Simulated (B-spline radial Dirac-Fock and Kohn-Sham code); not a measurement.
# Scattering functions of Ce¹⁶⁺

System: Ce¹⁶⁺ in the configuration [Kr] 4d6.

Input file task.json (cfg lists n, l and occupation; rrms is the nuclear radius in fm):

```json
{"items": [{
  "Z": 58,
  "q": 16,
  "cfg": [[1, 0, 2], [2, 0, 2], [2, 1, 6], [3, 0, 2], [3, 1, 6], [3, 2, 10], [4, 0, 2], [4, 1, 6], [4, 2, 6]],
  "A": 140,
  "rrms": 4.8771,
  "do": ["scatter"],
  "s": [0.0, 0.07, 0.09, 0.1, 0.13, 0.15, 0.18, 0.22, 0.27, 0.32, 0.38, 0.46, 0.56, 0.67, 0.81, 0.97, 1.17, 1.41, 1.7, 2.05, 2.47, 2.97, 3.58],
  "pz": [0, 0.1, 0.2, 0.3, 0.4, 0.5, 0.6, 0.8, 1.0, 1.2, 1.4, 1.6, 1.8, 2.0, 2.5, 3.0, 4.0, 5.0, 7.0, 10.0, 15.0, 20.0, 30.0, 40.0, 60.0, 100.0],
  "hv_scatter": [1000, 2000, 5000, 8047.8, 10000, 17479.3, 30000, 1000000]
}]}
```

Launch: `python xray_run.py task.json out`

Calculated with an atomic code on a B-spline grid, using configuration-average Dirac-Fock orbitals. f₀ is the Fourier transform of the spherical electron density, S the Waller-Hartree incoherent function, and s = sin θ/λ.

| s (Å⁻¹) | f₀ | S |
| --- | --- | --- |
| 0 | 42.000 | 0.000 |
| 0.07 | 41.702 | 0.264 |
| 0.09 | 41.509 | 0.433 |
| 0.1 | 41.396 | 0.532 |
| 0.13 | 40.988 | 0.886 |
| 0.15 | 40.662 | 1.165 |
| 0.18 | 40.099 | 1.643 |
| 0.22 | 39.219 | 2.373 |
| 0.27 | 37.941 | 3.403 |
| 0.32 | 36.508 | 4.520 |
| 0.38 | 34.647 | 5.915 |
| 0.46 | 32.055 | 7.783 |
| 0.56 | 28.862 | 10.025 |
| 0.67 | 25.663 | 12.316 |
| 0.81 | 22.298 | 14.968 |
| 0.97 | 19.416 | 17.656 |
| 1.17 | 16.851 | 20.490 |
| 1.41 | 14.508 | 23.190 |
| 1.7 | 12.036 | 25.758 |
| 2.05 | 9.455 | 28.263 |
| 2.47 | 7.233 | 30.676 |
| 2.97 | 5.745 | 32.898 |
| 3.58 | 4.818 | 34.925 |

f₀ starts at the number of electrons, 42, and has fallen to half at s ≈ 0.88 Å⁻¹. The sum of ⟨r²⟩ over the electrons is 8.311 bohr².
